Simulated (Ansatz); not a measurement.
C$_{5}$H$_{6}$N (SMILES c1cc[nH+]cc1), charge +1, singlet, at a GFN2-xTB geometry; PBE0/def2-TZVPD in Ansatz (a quantum-chemistry and plane-wave program).

The Ansatz input:
Ansatz 0.2 input:
```yaml
crystal:
  periodic: [false, false, false]
  atoms:
    - {symbol: N, position_ang: [-0.00300257, -0.00278217, 1.30927041]}
    - {symbol: C, position_ang: [0.00324592, 0.00300766, -1.41538575]}
    - {symbol: C, position_ang: [0.00158461, 1.17076713, 0.66910507]}
    - {symbol: C, position_ang: [-0.00464209, -1.17360018, 0.66410906]}
    - {symbol: C, position_ang: [-0.00155375, -1.19967832, -0.71622101]}
    - {symbol: C, position_ang: [0.00482705, 1.20271135, -0.71110135]}
    - {symbol: H, position_ang: [0.00572175, 0.00530176, -2.49497163]}
    - {symbol: H, position_ang: [0.00261701, 2.07147618, 1.26547810]}
    - {symbol: H, position_ang: [-0.00840101, -2.07683562, 1.25663777]}
    - {symbol: H, position_ang: [-0.00287879, -2.14464987, -1.23615694]}
    - {symbol: H, position_ang: [0.00852759, 2.14988403, -1.22700500]}
    - {symbol: H, position_ang: [-0.00533904, -0.00494713, 2.32808872]}
basis:
  gaussian:
    orbitals: def2-TZVPD
hamiltonian:
  xc: pbe0
total_charge: 1
```

### Question
Write the output that Ansatz gives for this input, abridged.

### Answer

```
Functional definition: PBE0
1355 factors; their error is unknown
mean field evaluation 1: about -6748.2920 eV, gradient 7.3e1 eV
mean field evaluation 2: about -6745.3993 eV, gradient 8.1e1 eV
mean field evaluation 4: about -6760.5277 eV, gradient 3.7e0 eV
mean field evaluation 8: about -6760.5556 eV, gradient 8.1e-2 eV
mean field evaluation 16: about -6760.5430 eV, gradient 2.0e-5 eV
mean field -6760.54303880 eV, -248.4453742153 hartree, gradient 2.0e-5 eV, S^2 0.000000; 0 other end points of the search recorded, 0 dependent functions left out
reference -6760.54306853 eV, -248.4453753078 hartree; 21, 21 occupied and 255, 255 virtual orbitals, 1355 factors
Total energy: -6760.54306853 eV, -248.4453753078 hartree
```
